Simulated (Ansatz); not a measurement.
The first iterations of a band of H2 + H7NOSi2 (13 atoms, charge 0, multiplicity 1).

All numbers below come from Ansatz 0.2.0, RKS B3LYP-D4/def2-SVP.

```json
{
  "movable images": "1",
  "climbing image": "yes",
  "spring": "5.0 eV/Å²",
  "optimiser": "quadratic models (default)",
  "start path": "through a guess of the saddle point",
  "force threshold": "0.05 eV/Å",
  "iteration limit": "60",
  "end points": "relaxed"
}
```

Image 0:

```xyz
13
Properties=species:S:1:pos:R:3
Si -0.422 -0.638 1.172
N 0.651 -1.935 0.819
O -0.466 0.583 0.028
Si -1.040 1.048 -1.456
H 0.028 0.009 2.429
H -1.791 -1.216 1.273
H 2.685 1.599 0.253
H 1.942 1.440 0.201
H 0.402 -2.660 0.154
H 1.658 -1.810 0.864
H -1.177 2.530 -1.483
H -0.097 0.624 -2.533
H -2.373 0.427 -1.720
```

Image 2:

```xyz
13
Properties=species:S:1:pos:R:3
Si -0.204 0.517 1.422
N 1.769 -1.914 -0.058
O -0.247 0.574 -0.242
Si -1.163 0.991 -1.568
H -1.062 1.607 1.974
H -0.720 -0.792 1.913
H 2.388 -1.478 0.627
H 1.196 0.716 1.881
H 1.061 -2.420 0.476
H 1.279 -1.149 -0.524
H -1.913 2.254 -1.296
H -0.246 1.189 -2.724
H -2.137 -0.096 -1.881
```

| iteration | highest image above the first end (eV) | largest band force component (eV/Å) |
| --- | --- | --- |
| 1 | 2.742 | 2.036 |
| 2 | 2.278 | 1.200 |
| 3 | 1.879 | 1.509 |
| 4 | 1.617 | 1.579 |
| 5 | 1.453 | 1.011 |
| 6 | 1.303 | 0.778 |
| 7 | 1.132 | 0.757 |
| 8 | 0.884 | 0.676 |
| 9 | 0.697 | 0.734 |
| 10 | 0.637 | 0.606 |
| 11 | 0.627 | 0.677 |
| 12 | 0.600 | 0.746 |
| 13 | 0.606 | 0.897 |
| 14 | 0.653 | 1.245 |
| 15 | 0.747 | 1.556 |
| 16 | 0.687 | 1.749 |
| 17 | 0.730 | 1.818 |
| 18 | 1.074 | 2.743 |
| 19 | 0.871 | 2.478 |
| 20 | 0.787 | 2.323 |

Q: Does the band converge within its limit, and where does its top end?

A: It did not converge within its limit. It ended after 60 iterations with the highest image 0.451 eV above the first end. The band didn't meet its force threshold, so its energies are provisional: the largest band force was still 1.94 eV/Å, and over the last iterations the top moved between 0.45 and 0.54 eV. Neighbouring images lie up to 6.1 Å apart, so the band is torn or far too coarse. So few images can step over the top or miss a turn of the path. The orbitals stay closed-shell, which can raise the energy where a bond breaks towards radicals; this wasn't checked here.

Time of the run: 2.6 min on 2 threads of Arm Neoverse V1, on a shared host, peak memory 0.24 GiB.
